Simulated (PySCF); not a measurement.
Identify the unknown among the candidates.

All candidates are C5H4F2.

* Triplet: lowest triplet excitation (Tamm–Dancoff): 3.16 eV [TDA PBE0/def2-SVPD]
* Dipole: 2.96 D [PBE0/def2-SVPD]
* Polarisability: 56.0 au [PBE0/def2-SVPD]
* UV, first state: lowest singlet excitation: 5.30 eV (234 nm, f = 0.096) [TDDFT PBE0/def2-SVPD]
* Rotational structure: rotational constants A, B, C: 3.657, 3.157, 1.712 GHz [GFN2-xTB]

Electronic properties: PySCF, gas phase, density fitting. Levels stand in brackets. Geometry: GFN2-xTB; no solvent, vibrations or thermal averaging.

**Question.** Which candidate is it?
A. `FC1=C[C@H](F)C=C1`
B. `F/C=C(\F)C1=CC1`
C. `FC1=CCC=C1F`

**Answer.** C. It is `FC1=CCC=C1F`. Numbering: `[F:1][C:2]1=[CH:3][CH2:4][CH:5]=[C:6]1[F:7]`. Its formula, C5H4F2, gives 3 degrees of unsaturation: 1 ring and 2 π bonds in the structure found. S1 is mainly HOMO→LUMO (weight 0.98); the largest Löwdin shares of the orbital it empties are 0.27 on each of 2 atoms of one kind (alkene CH carbon) and 0.14 on each of 2 atoms of one kind (vinylic C–F carbon), of the orbital it fills 0.20 on each of 2 atoms of one kind (alkene CH carbon) and 0.16 on each of 2 atoms of one kind (vinylic C–F carbon). The optimised geometry has point group C2v and is an asymmetric top.

The others, at the same levels:
- `FC1=C[C@H](F)C=C1` fails: its computed lowest singlet excitation is 4.47 eV (277 nm, f = 0.044) (against 5.30 eV), lowest triplet excitation (Tamm–Dancoff) is 2.69 eV (against 3.16 eV) and rotational constant A is 6.293 GHz (against 3.657 GHz).
- `F/C=C(\F)C1=CC1` fails: its computed lowest triplet excitation (Tamm–Dancoff) is 2.86 eV (against 3.16 eV), static isotropic polarisability is 63.3 au (against 56.0 au) and rotational constant A is 5.973 GHz (against 3.657 GHz).

Each candidate is one conformer, not necessarily the lowest. The conformers computed, where there is a choice (atom-mapped SMILES and torsion angles):
- `[F:1]/[CH:2]=[C:3](\[F:4])[C:5]1=[CH:6][CH2:7]1`: C2–C3–C5–C6 180°
